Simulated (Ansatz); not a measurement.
Reaction (isomerisation): `[CH3][GaH][NH]CF` → `C[CH](F)[GaH][NH2]`

Calculated with Ansatz (gas phase, PBE0-D4/def2-TZVP geometries, no zero-point term in ΔE). CCSD(T)/CBS is the MP2 limit (def2-TZVPP, def2-QZVPP) plus CCSD(T) − MP2 in def2-TZVPP, frozen cores. Functionals use def2-TZVPP. For Ga outer-core shells are correlated without core-valence functions, which leaves a few kJ/mol of doubt a bond. Scalar relativity is left out up to krypton. One conformer a species, not always the lowest.

```csv
species,PBE0-D4 energy (Eh)
`[CH3][GaH][NH]CF`,-2159.48482
`C[CH](F)[GaH][NH2]`,-2159.47574
```

Problem. Work out ΔE.

Solution. ΔE = (-2159.47574) − (-2159.48482) = 0.00908 Eh = +5.7 kcal/mol. CCSD(T)/CBS gives +4.7 kcal/mol.

Largest T1 diagnostic among the species: 0.013.
